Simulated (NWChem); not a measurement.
System meant: GaSiH$_{3}$OF$_{2}$; SMILES [F][Ga]([F])[O][SiH3]

Here is an NWChem input.

```
start job
memory heap 200 mb stack 900 mb global 1100 mb
geometry units angstroms noautoz
  Ga    -0.008478     0.762133     0.000006
  F     -1.026750     2.183847    -0.001644
  F      1.731094     0.992797     0.011663
  O     -0.736235    -0.852439    -0.011203
  Si    -0.083809    -2.410843     0.002644
  H      0.792564    -2.635321    -1.199654
  H     -1.240592    -3.364722    -0.029600
  H      0.727561    -2.639423     1.248995
end
basis spherical
  * library def2-svp
end
dft
  odft
  mult 2
  xc xpbe96 cpbe96
  iterations 150
  mulliken
end
task dft energy
```

End of the output:

```
                                 NWChem DFT Module
                                 -----------------

 Summary of "ao basis" -> "ao basis" (spherical)
 ------------------------------------------------------------------------------
       Tag                 Description            Shells   Functions and Types
 ---------------- ------------------------------  ------  ---------------------
 Ga                         def2-svp                12       32   5s4p3d
 F                          def2-svp                 6       14   3s2p1d
 O                          def2-svp                 6       14   3s2p1d
 Si                         def2-svp                 8       18   4s3p1d
 H                          def2-svp                 3        5   2s1p

 Summary of "ao basis" -> "ao basis" (spherical)
 ------------------------------------------------------------------------------
       Tag                 Description            Shells   Functions and Types
 ---------------- ------------------------------  ------  ---------------------
 Ga                         def2-svp                12       32   5s4p3d
 F                          def2-svp                 6       14   3s2p1d
 O                          def2-svp                 6       14   3s2p1d
 Si                         def2-svp                 8       18   4s3p1d
 H                          def2-svp                 3        5   2s1p

  number of electrons :                   74
  multiplicity        :                    2
 ------------------------------------------------------------------------
  no. of electrons and multiplicity not compatible                  74
 ------------------------------------------------------------------------
 ------------------------------------------------------------------------
  current input line :
    23: task dft energy
 ------------------------------------------------------------------------
 ------------------------------------------------------------------------
 There is an error in the input file
 ------------------------------------------------------------------------
 For more information see the NWChem manual at https://nwchemgit.github.io

0: no. of electrons and multiplicity not compatible:Received an Error in Communication
```

Find the fault in this run and fix the input.

The program refused the input. Cause: the multiplicity doesn't fit the number of electrons (an even count wants an odd multiplicity, and the reverse). This input runs:
```
start job
memory heap 200 mb stack 900 mb global 1100 mb
geometry units angstroms noautoz
  Ga    -0.008478     0.762133     0.000006
  F     -1.026750     2.183847    -0.001644
  F      1.731094     0.992797     0.011663
  O     -0.736235    -0.852439    -0.011203
  Si    -0.083809    -2.410843     0.002644
  H      0.792564    -2.635321    -1.199654
  H     -1.240592    -3.364722    -0.029600
  H      0.727561    -2.639423     1.248995
end
basis spherical
  Ga library def2-svp
  F library def2-svp
  O library def2-svp
  Si library def2-svp
  H library def2-svp
end
dft
  xc xpbe96 cpbe96
  iterations 150
  mulliken
end
task dft energy
```
It converges to -2489.92470 Ha (PBE/def2-SVP).
